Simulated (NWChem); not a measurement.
# vinylidene fluoride (C2H2F2); SMILES C=C(F)F

Computed with NWChem. Pople sets run with spherical d functions. B3LYP is NWChem's, with the RPA form of VWN correlation. Each level has its own optimisation; frequencies are unscaled.

```json
[
 {"level": "Hartree-Fock/STO-3G", "r C–C (Å)": "1.316", "r C–H (Å)": "1.077", "r C–F (Å)": "1.350", "highest harmonic frequency (cm⁻¹)": "3847", "lowest (cm⁻¹)": "451", "zero-point energy (kcal/mol)": "26.6", "dipole (D)": "0.76"},
 {"level": "Hartree-Fock/3-21G", "r C–C (Å)": "1.297", "r C–H (Å)": "1.067", "r C–F (Å)": "1.334", "highest harmonic frequency (cm⁻¹)": "3490", "lowest (cm⁻¹)": "466", "zero-point energy (kcal/mol)": "25.2", "dipole (D)": "1.84"},
 {"level": "Hartree-Fock/6-31G*", "r C–C (Å)": "1.305", "r C–H (Å)": "1.070", "r C–F (Å)": "1.303", "highest harmonic frequency (cm⁻¹)": "3488", "lowest (cm⁻¹)": "474", "zero-point energy (kcal/mol)": "25.0", "dipole (D)": "1.25"},
 {"level": "B3LYP/6-31G*", "r C–C (Å)": "1.323", "r C–H (Å)": "1.081", "r C–F (Å)": "1.326", "highest harmonic frequency (cm⁻¹)": "3322", "lowest (cm⁻¹)": "438", "zero-point energy (kcal/mol)": "23.2", "dipole (D)": "1.03"},
 {"level": "LDA (Slater exchange, VWN5)/def2-SVP", "r C–C (Å)": "1.328", "r C–H (Å)": "1.098", "r C–F (Å)": "1.308", "highest harmonic frequency (cm⁻¹)": "3246", "lowest (cm⁻¹)": "425", "zero-point energy (kcal/mol)": "22.6", "dipole (D)": "0.85"},
 {"level": "PBE/def2-SVP", "r C–C (Å)": "1.336", "r C–H (Å)": "1.096", "r C–F (Å)": "1.326", "highest harmonic frequency (cm⁻¹)": "3249", "lowest (cm⁻¹)": "426", "zero-point energy (kcal/mol)": "22.4", "dipole (D)": "…"},
 {"level": "BLYP/def2-SVP", "r C–C (Å)": "1.338", "r C–H (Å)": "1.096", "r C–F (Å)": "1.334", "highest harmonic frequency (cm⁻¹)": "3222", "lowest (cm⁻¹)": "428", "zero-point energy (kcal/mol)": "22.2", "dipole (D)": "0.96"},
 {"level": "PBE0/def2-SVP", "r C–C (Å)": "1.324", "r C–H (Å)": "1.088", "r C–F (Å)": "1.310", "highest harmonic frequency (cm⁻¹)": "3341", "lowest (cm⁻¹)": "441", "zero-point energy (kcal/mol)": "23.3", "dipole (D)": "1.02"}
]
```

**Question.** Fill in the missing entries.

**Answer.** 
- PBE/def2-SVP, dipole (D): 0.89
